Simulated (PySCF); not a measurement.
## Calculated properties of `OCc1ccccc1F`

C₇H₇FO.
Numbering: `[OH:1][CH2:2][c:3]1[cH:4][cH:5][cH:6][cH:7][c:8]1[F:9]` (hydrogens: H10 on O1; H11, H12 on C2; H13 on C4; H14 on C5; H15 on C6; H16 on C7)

Structural features include: benzene ring, alcohol and C–F bond.

**PBE0-D3(BJ)/def2-SVP geometry optimisation, gas phase (PySCF)**

```
Point group                  : C1
Rotational constants A, B, C : 2.472, 1.484, 0.941 GHz
```

wB97X-D/def2-SVPD ground state, ΔSCF and vertical TDDFT (core frozen in the response) (PySCF):

```
Dipole moment                                                     : 1.69 D
HOMO energy                                                       : -8.96 eV
LUMO energy                                                       : 1.15 eV
HOMO–LUMO gap                                                     : 10.11 eV
Lowest singlet excitation                                         : 5.39 eV (230 nm, f = 0.011)
Strongest line among the 10 lowest singlet transitions            : S4 at 6.98 eV (178 nm, f = 0.522)
Lowest triplet excitation (Tamm–Dancoff)                          : 4.17 eV
Static isotropic polarisability                                   : 84.6 au
Vertical ionisation energy                                        : 9.11 eV
Electronic spatial extent ⟨r²⟩ about the centre of nuclear charge : 1176 bohr²
```

PBE0/pcSseg-1 ground state and GIAO shieldings, non-relativistic (PySCF):

```
Lowest Hirshfeld atomic charge                              : -0.21 e on O1
Highest Hirshfeld atomic charge                             : +0.17 e on H10
13C chemical shifts (computed TMS as zero) by class         : 166.2 (C8), 135.5 (C3), 133.8 (C6), 131.6 (C4), 129.1 (C5), 119.8 (C7), 60.8 (C2) ppm
1H chemical shifts (computed TMS as zero) by class          : 7.86 (H13), 7.37 (H15), 7.33 (H14), 7.10 (H16), 4.86 (H11/H12), -0.16 (H10) ppm
Isotropic shieldings of nuclei other than C and H, by class : 310 (O1), 298 (F9) ppm
Mayer bond orders between heavy atoms                       : O1–C2 0.97, C2–C3 1.01, C3–C4 1.41, C4–C5 1.43, C5–C6 1.44, C6–C7 1.41, C7–C8 1.46, C8–F9 0.91, C8–C3 1.32
```

B3LYP/pcJ-1 indirect spin-spin coupling, non-relativistic, gas phase; spin–dipole term left out for some pairs (PySCF):

```
Largest of the computed one-bond spin–spin couplings (means over like bonds) : 19F–13C -309.9 (F9–C8), 13C–1H +169.4 (C4–H13), 13C–1H +169.3 (C7–H16), 13C–1H +168.8 (C5–H14), 13C–1H +168.7 (C6–H15), 13C–1H +148.7 (C2–H11 and 1 like it), 17O–1H -70.3 (O1–H10) Hz
```

delta-SCF UKS SCAN, pcX-2 on the ionised atom, pcseg-1 elsewhere, spin-free X2C (PySCF):

```
Core binding energies : C1s 290.4 (C5), C1s 290.4 (C4), C1s 290.5 (C6), C1s 290.5 (C7), C1s 290.6 (C3), C1s 292.4 (C2), C1s 292.6 (C8), O1s 539.0 (O1), F1s 693.0 (F9) eV
```

Monoisotopic mass from the formula: 126.0481 u.

The largest Löwdin shares of the HOMO are 0.20 on C5, 0.19 on C8, 0.16 on C3 and 0.15 on C6. The ΔSCF ionisation energy exceeds −ε(HOMO) by 0.15 eV with wB97X-D. The 10 singlets span 5.39 to 7.84 eV, and their oscillator strengths add up to 1.26. The principal polarisabilities are 55.6, 92.6 and 105.6 au; their mean is the isotropic value. In atomic units the dipole is 0.66 e·bohr (1 au = 2.5417 D). The vertical singlet–triplet gap S1 − T1 is 1.22 eV (TDDFT singlet less Tamm–Dancoff triplet; S1: HOMO→LUMO, weight 0.57, beside HOMO−1→LUMO+1, weight 0.28; T1: HOMO→LUMO+1, weight 0.43, beside HOMO−1→LUMO, weight 0.35). S1 lies 4.72 eV below the HOMO–LUMO gap; its leading configuration is HOMO→LUMO, weight 0.57, beside HOMO−1→LUMO+1, weight 0.28. No computed singlet falls in the visible range (750 to 380 nm, 1.65 to 3.26 eV); S1 lies 2.13 eV above its blue end.

 NMR classes are plain means over equivalent atoms (diastereotopic ones count apart unless rotation or inversion swaps them), as if these changed places fast; in this geometry the members of some classes differ.

The values belong to the conformer `[OH:1][CH2:2][c:3]1[cH:4][cH:5][cH:6][cH:7][c:8]1[F:9]`: O1–C2–C3–C4 19°, H–O1–C2–C3 64°.
